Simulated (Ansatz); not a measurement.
Geometry optimisation of `[OH][Ge]([OH])([SiH3])[GeH3]`.

```yaml
crystal:
  periodic: [false, false, false]
  atoms:
    - {symbol: O, position_ang: [-1.930530, -0.819830, 0.018700]}
    - {symbol: Ge, position_ang: [-0.221010, -0.380920, -0.035230]}
    - {symbol: O, position_ang: [0.505340, -1.977120, 0.341660]}
    - {symbol: Si, position_ang: [0.146350, 0.239330, -2.302300]}
    - {symbol: Ge, position_ang: [0.258680, 1.056920, 1.923000]}
    - {symbol: H, position_ang: [-2.128880, -1.559000, 0.590780]}
    - {symbol: H, position_ang: [1.444570, -2.002630, 0.501850]}
    - {symbol: H, position_ang: [1.337490, -0.443550, -2.817600]}
    - {symbol: H, position_ang: [-1.013220, -0.104630, -3.118980]}
    - {symbol: H, position_ang: [0.384050, 1.684030, -2.360010]}
    - {symbol: H, position_ang: [1.276870, 2.137660, 1.647230]}
    - {symbol: H, position_ang: [-0.907670, 1.821500, 2.489550]}
    - {symbol: H, position_ang: [0.847960, 0.348240, 3.121340]}
basis:
  gaussian: {orbitals: def2-TZVP}
hamiltonian: {xc: pbe0, dispersion: d4}
relax: {f_tol: 0.005, max_steps: 150}
```

```sh
$ ansatz run in.yaml --threads 2 --pin off --events-out ev --progress --plain --max-ram 22528MiB --backend cuda --devices 0, --max-vram 18GiB
```

Shortened log:

```
Functional definition: PBE0
mean field -125119.89263134 eV, -4598.0712448924 hartree, gradient 3.5e-5 eV, S^2 0.000000; 0 other end points of the search recorded, 0 dependent functions left out
relax step   1: F+E_penalty+E_count = -125120.16322466 eV  Δ(F+E_penalty+E_count) = +0.000e0 eV  max|allowed force component| = 7.070e-1 eV/Å  Δτ_max = 0.0000 Å  (30 SCF iters, accepted)
mean field -125119.99533196 eV, -4598.0750190708 hartree, gradient 1.4e-5 eV, S^2 0.000000; 0 other end points of the search recorded, 0 dependent functions left out
relax step   2: F+E_penalty+E_count = -125120.26810351 eV  Δ(F+E_penalty+E_count) = -1.049e-1 eV  max|allowed force component| = 4.769e-1 eV/Å  Δτ_max = 0.1945 Å  (32 SCF iters, accepted)
mean field -125120.03128171 eV, -4598.0763401995 hartree, gradient 1.2e-5 eV, S^2 0.000000; 0 other end points of the search recorded, 0 dependent functions left out
relax step   3: F+E_penalty+E_count = -125120.30354619 eV  Δ(F+E_penalty+E_count) = -3.544e-2 eV  max|allowed force component| = 4.251e-1 eV/Å  Δτ_max = 0.1286 Å  (31 SCF iters, accepted)
mean field -125120.02849739 eV, -4598.0762378778 hartree, gradient 1.2e-5 eV, S^2 0.000000; 0 other end points of the search recorded, 0 dependent functions left out
relax step   4: F+E_penalty+E_count = -125120.30149076 eV  Δ(F+E_penalty+E_count) = +2.055e-3 eV  max|allowed force component| = 5.386e-1 eV/Å  Δτ_max = 0.1959 Å  (31 SCF iters, rejected (line search))
mean field -125120.05235115 eV, -4598.0771144873 hartree, gradient 1.4e-5 eV, S^2 0.000000; 0 other end points of the search recorded, 0 dependent functions left out
relax step   5: F+E_penalty+E_count = -125120.32494451 eV  Δ(F+E_penalty+E_count) = -2.140e-2 eV  max|allowed force component| = 4.196e-1 eV/Å  Δτ_max = 0.0967 Å  (31 SCF iters, accepted)
mean field -125120.06541497 eV, -4598.0775945736 hartree, gradient 2.0e-5 eV, S^2 0.000000; 0 other end points of the search recorded, 0 dependent functions left out
relax step   6: F+E_penalty+E_count = -125120.33839387 eV  Δ(F+E_penalty+E_count) = -1.345e-2 eV  max|allowed force component| = 1.046e-1 eV/Å  Δτ_max = 0.1000 Å  (31 SCF iters, accepted)
mean field -125120.06696468 eV, -4598.0776515246 hartree, gradient 1.8e-5 eV, S^2 0.000000; 0 other end points of the search recorded, 0 dependent functions left out
relax step   7: F+E_penalty+E_count = -125120.34033545 eV  Δ(F+E_penalty+E_count) = -1.942e-3 eV  max|allowed force component| = 4.860e-1 eV/Å  Δτ_max = 0.0952 Å  (30 SCF iters, accepted)
mean field -125120.08045437 eV, -4598.0781472615 hartree, gradient 1.4e-5 eV, S^2 0.000000; 0 other end points of the search recorded, 0 dependent functions left out
relax step   8: F+E_penalty+E_count = -125120.35421989 eV  Δ(F+E_penalty+E_count) = -1.388e-2 eV  max|allowed force component| = 2.873e-1 eV/Å  Δτ_max = 0.2000 Å  (36 SCF iters, accepted)
mean field -125120.08934542 eV, -4598.0784740016 hartree, gradient 1.4e-5 eV, S^2 0.000000; 0 other end points of the search recorded, 0 dependent functions left out
relax step   9: F+E_penalty+E_count = -125120.36397386 eV  Δ(F+E_penalty+E_count) = -9.754e-3 eV  max|allowed force component| = 1.964e-1 eV/Å  Δτ_max = 0.2000 Å  (36 SCF iters, accepted)
mean field -125120.08111265 eV, -4598.0781714528 hartree, gradient 2.3e-5 eV, S^2 0.000000; 0 other end points of the search recorded, 0 dependent functions left out
relax step  10: F+E_penalty+E_count = -125120.35477472 eV  Δ(F+E_penalty+E_count) = +9.199e-3 eV  max|allowed force component| = 2.820e-1 eV/Å  Δτ_max = 0.2000 Å  (29 SCF iters, rejected (line search))
mean field -125120.09863492 eV, -4598.0788153842 hartree, gradient 1.7e-5 eV, S^2 0.000000; 0 other end points of the search recorded, 0 dependent functions left out
relax step  11: F+E_penalty+E_count = -125120.37293082 eV  Δ(F+E_penalty+E_count) = -8.957e-3 eV  max|allowed force component| = 3.310e-2 eV/Å  Δτ_max = 0.1000 Å  (31 SCF iters, accepted)
mean field -125120.09905750 eV, -4598.0788309140 hartree, gradient 1.8e-5 eV, S^2 0.000000; 0 other end points of the search recorded, 0 dependent functions left out
relax step  12: F+E_penalty+E_count = -125120.37305488 eV  Δ(F+E_penalty+E_count) = -1.241e-4 eV  max|allowed force component| = 6.708e-2 eV/Å  Δτ_max = 0.1000 Å  (29 SCF iters, accepted)
mean field -125120.09911309 eV, -4598.0788329568 hartree, gradient 1.5e-5 eV, S^2 0.000000; 0 other end points of the search recorded, 0 dependent functions left out
relax step  13: F+E_penalty+E_count = -125120.37310101 eV  Δ(F+E_penalty+E_count) = -4.614e-5 eV  max|allowed force component| = 5.625e-1 eV/Å  Δτ_max = 0.0535 Å  (33 SCF iters, accepted)
mean field -125120.10579917 eV, -4598.0790786657 hartree, gradient 1.5e-5 eV, S^2 0.000000; 0 other end points of the search recorded, 0 dependent functions left out
relax step  14: F+E_penalty+E_count = -125120.37999925 eV  Δ(F+E_penalty+E_count) = -6.898e-3 eV  max|allowed force component| = 5.005e-2 eV/Å  Δτ_max = 0.0737 Å  (32 SCF iters, accepted)
mean field -125120.10776154 eV, -4598.0791507816 hartree, gradient 1.4e-5 eV, S^2 0.000000; 0 other end points of the search recorded, 0 dependent functions left out
relax step  15: F+E_penalty+E_count = -125120.38188916 eV  Δ(F+E_penalty+E_count) = -1.890e-3 eV  max|allowed force component| = 9.084e-2 eV/Å  Δτ_max = 0.0811 Å  (32 SCF iters, accepted)
mean field -125120.10818692 eV, -4598.0791664140 hartree, gradient 1.6e-5 eV, S^2 0.000000; 0 other end points of the search recorded, 0 dependent functions left out
relax step  16: F+E_penalty+E_count = -125120.38235246 eV  Δ(F+E_penalty+E_count) = -4.633e-4 eV  max|allowed force component| = 1.128e-1 eV/Å  Δτ_max = 0.0986 Å  (30 SCF iters, accepted)
mean field -125120.10930050 eV, -4598.0792073373 hartree, gradient 1.5e-5 eV, S^2 0.000000; 0 other end points of the search recorded, 0 dependent functions left out
relax step  17: F+E_penalty+E_count = -125120.38339633 eV  Δ(F+E_penalty+E_count) = -1.044e-3 eV  max|allowed force component| = 7.730e-2 eV/Å  Δτ_max = 0.0179 Å  (33 SCF iters, accepted)
mean field -125120.11015381 eV, -4598.0792386957 hartree, gradient 1.4e-5 eV, S^2 0.000000; 0 other end points of the search recorded, 0 dependent functions left out
relax step  18: F+E_penalty+E_count = -125120.38432661 eV  Δ(F+E_penalty+E_count) = -9.303e-4 eV  max|allowed force component| = 2.155e-2 eV/Å  Δτ_max = 0.0175 Å  (32 SCF iters, accepted)
mean field -125120.11082807 eV, -4598.0792634746 hartree, gradient 1.4e-5 eV, S^2 0.000000; 0 other end points of the search recorded, 0 dependent functions left out
relax step  19: F+E_penalty+E_count = -125120.38497721 eV  Δ(F+E_penalty+E_count) = -6.506e-4 eV  max|allowed force component| = 6.271e-3 eV/Å  Δτ_max = 0.0346 Å  (31 SCF iters, accepted)
mean field -125120.10853646 eV, -4598.0791792592 hartree, gradient 6.9e-6 eV, S^2 0.000000; 0 other end points of the search recorded, 0 dependent functions left out
relax step  20: F+E_penalty+E_count = -125120.38241030 eV  Δ(F+E_penalty+E_count) = +2.567e-3 eV  max|allowed force component| = 3.213e-1 eV/Å  Δτ_max = 0.1656 Å  (31 SCF iters, rejected (line search))
mean field -125120.10678787 eV, -4598.0791149999 hartree, gradient 1.5e-5 eV, S^2 0.000000; 0 other end points of the search recorded, 0 dependent functions left out
relax step  21: F+E_penalty+E_count = -125120.38043290 eV  Δ(F+E_penalty+E_count) = +4.544e-3 eV  max|allowed force component| = 2.834e-1 eV/Å  Δτ_max = 0.0449 Å  (32 SCF iters, rejected (line search))
mean field -125120.11118655 eV, -4598.0792766481 hartree, gradient 1.4e-5 eV, S^2 0.000000; 0 other end points of the search recorded, 0 dependent functions left out
relax step  22: F+E_penalty+E_count = -125120.38529367 eV  Δ(F+E_penalty+E_count) = -3.165e-4 eV  max|allowed force component| = 9.607e-3 eV/Å  Δτ_max = 0.0219 Å  (32 SCF iters, accepted)
mean field -125120.11169219 eV, -4598.0792952304 hartree, gradient 1.5e-5 eV, S^2 0.000000; 0 other end points of the search recorded, 0 dependent functions left out
relax step  23: F+E_penalty+E_count = -125120.38578383 eV  Δ(F+E_penalty+E_count) = -4.902e-4 eV  max|allowed force component| = 6.444e-2 eV/Å  Δτ_max = 0.0977 Å  (30 SCF iters, accepted)
mean field -125120.11196948 eV, -4598.0793054205 hartree, gradient 1.5e-5 eV, S^2 0.000000; 0 other end points of the search recorded, 0 dependent functions left out
relax step  24: F+E_penalty+E_count = -125120.38585243 eV  Δ(F+E_penalty+E_count) = -6.860e-5 eV  max|allowed force component| = 9.329e-2 eV/Å  Δτ_max = 0.0355 Å  (31 SCF iters, accepted)
mean field -125120.11273607 eV, -4598.0793335922 hartree, gradient 1.4e-5 eV, S^2 0.000000; 0 other end points of the search recorded, 0 dependent functions left out
relax step  25: F+E_penalty+E_count = -125120.38684957 eV  Δ(F+E_penalty+E_count) = -9.971e-4 eV  max|allowed force component| = 2.086e-2 eV/Å  Δτ_max = 0.0276 Å  (33 SCF iters, accepted)
mean field -125120.11292962 eV, -4598.0793407049 hartree, gradient 1.5e-5 eV, S^2 0.000000; 0 other end points of the search recorded, 0 dependent functions left out
relax step  26: F+E_penalty+E_count = -125120.38702105 eV  Δ(F+E_penalty+E_count) = -1.715e-4 eV  max|allowed force component| = 2.807e-3 eV/Å  Δτ_max = 0.0205 Å  (33 SCF iters, accepted)
mean field -125120.11323457 eV, -4598.0793519116 hartree, gradient 1.4e-5 eV, S^2 0.000000; 0 other end points of the search recorded, 0 dependent functions left out
relax step  27: F+E_penalty+E_count = -125120.38721256 eV  Δ(F+E_penalty+E_count) = -1.915e-4 eV  max|allowed force component| = 4.678e-2 eV/Å  Δτ_max = 0.0914 Å  (32 SCF iters, accepted)
mean field -125120.11338152 eV, -4598.0793573121 hartree, gradient 1.5e-5 eV, S^2 0.000000; 0 other end points of the search recorded, 0 dependent functions left out
relax step  28: F+E_penalty+E_count = -125120.38741216 eV  Δ(F+E_penalty+E_count) = -1.996e-4 eV  max|allowed force component| = 1.713e-2 eV/Å  Δτ_max = 0.0119 Å  (33 SCF iters, accepted)
mean field -125120.11343695 eV, -4598.0793593488 hartree, gradient 1.5e-5 eV, S^2 0.000000; 0 other end points of the search recorded, 0 dependent functions left out
relax step  29: F+E_penalty+E_count = -125120.38752435 eV  Δ(F+E_penalty+E_count) = -1.122e-4 eV  max|allowed force component| = 1.627e-2 eV/Å  Δτ_max = 0.0197 Å  (31 SCF iters, accepted)
mean field -125120.11356823 eV, -4598.0793641735 hartree, gradient 1.5e-5 eV, S^2 0.000000; 0 other end points of the search recorded, 0 dependent functions left out
relax step  30: F+E_penalty+E_count = -125120.38764430 eV  Δ(F+E_penalty+E_count) = -1.199e-4 eV  max|allowed force component| = 1.622e-2 eV/Å  Δτ_max = 0.0532 Å  (31 SCF iters, accepted)
mean field -125120.11359286 eV, -4598.0793650785 hartree, gradient 1.4e-5 eV, S^2 0.000000; 0 other end points of the search recorded, 0 dependent functions left out
relax step  31: F+E_penalty+E_count = -125120.38767379 eV  Δ(F+E_penalty+E_count) = -2.949e-5 eV  max|allowed force component| = 1.775e-2 eV/Å  Δτ_max = 0.0215 Å  (31 SCF iters, accepted)
mean field -125120.11364328 eV, -4598.0793669315 hartree, gradient 1.5e-5 eV, S^2 0.000000; 0 other end points of the search recorded, 0 dependent functions left out
relax step  32: F+E_penalty+E_count = -125120.38770388 eV  Δ(F+E_penalty+E_count) = -3.010e-5 eV  max|allowed force component| = 9.133e-3 eV/Å  Δτ_max = 0.0126 Å  (33 SCF iters, accepted)
mean field -125120.11367906 eV, -4598.0793682465 hartree, gradient 2.0e-5 eV, S^2 0.000000; 0 other end points of the search recorded, 0 dependent functions left out
relax step  33: F+E_penalty+E_count = -125120.38772226 eV  Δ(F+E_penalty+E_count) = -1.837e-5 eV  max|allowed force component| = 5.661e-3 eV/Å  Δτ_max = 0.0026 Å  (23 SCF iters, accepted)
mean field -125120.11367397 eV, -4598.0793680594 hartree, gradient 1.5e-5 eV, S^2 0.000000; 0 other end points of the search recorded, 0 dependent functions left out
relax step  34: F+E_penalty+E_count = -125120.38772936 eV  Δ(F+E_penalty+E_count) = -7.106e-6 eV  max|allowed force component| = 1.594e-3 eV/Å  Δτ_max = 0.0018 Å  (24 SCF iters, accepted)
mean field -125120.11367923 eV, -4598.0793682525 hartree, gradient 1.5e-5 eV, S^2 0.000000; 0 other end points of the search recorded, 0 dependent functions left out
relax step  35: F+E_penalty+E_count = -125120.38773187 eV  Δ(F+E_penalty+E_count) = -2.506e-6 eV  max|allowed force component| = 1.165e-3 eV/Å  Δτ_max = 0.0076 Å  (33 SCF iters, accepted)
mean field -125120.11367923 eV, -4598.0793682525 hartree, gradient 6.2e-5 eV, S^2 0.000000; 1 other end points of the search recorded, 0 dependent functions left out
Total energy: -125120.38777226 eV, -4598.0894409858 hartree
Atom 0 at    -1.887253    -0.941231     0.110812 Å, force     0.000774    -0.000142     0.000657 eV/Å
Atom 1 at    -0.169835    -0.466659    -0.058610 Å, force    -0.000706    -0.000101    -0.001165 eV/Å
Atom 2 at     0.863475    -1.927078    -0.005928 Å, force    -0.000154    -0.000046     0.000684 eV/Å
Atom 3 at     0.033593     0.363513    -2.282489 Å, force    -0.000061    -0.000378     0.000194 eV/Å
Atom 4 at     0.426780     0.974925     1.821911 Å, force     0.000428     0.000407     0.000887 eV/Å
Atom 5 at    -2.134461    -1.174806     1.008366 Å, force    -0.000362     0.000163    -0.000615 eV/Å
Atom 6 at     0.971362    -2.289765     0.876173 Å, force     0.000103     0.000263    -0.000604 eV/Å
Atom 7 at     1.448954     0.745113    -2.522755 Å, force    -0.000234     0.000007    -0.000019 eV/Å
Atom 8 at    -0.384594    -0.679793    -3.251357 Å, force     0.000127     0.000296     0.000262 eV/Å
Atom 9 at    -0.826873     1.566027    -2.424556 Å, force     0.000064    -0.000217     0.000043 eV/Å
Atom 10 at     1.902363     1.395965     1.741710 Å, force    -0.000616    -0.000112     0.000362 eV/Å
Atom 11 at    -0.455376     2.232764     1.848797 Å, force     0.000472    -0.000598    -0.000107 eV/Å
Atom 12 at     0.211864     0.201026     3.137917 Å, force     0.000164     0.000459    -0.000579 eV/Å
Dipole moment:     0.060965     0.125196     0.387996 e Å
```

Run time 59 s (2 threads of an AMD EPYC 7R13 on a shared host and a share of an NVIDIA H100 80 GB); peak host memory 0.99 GiB.
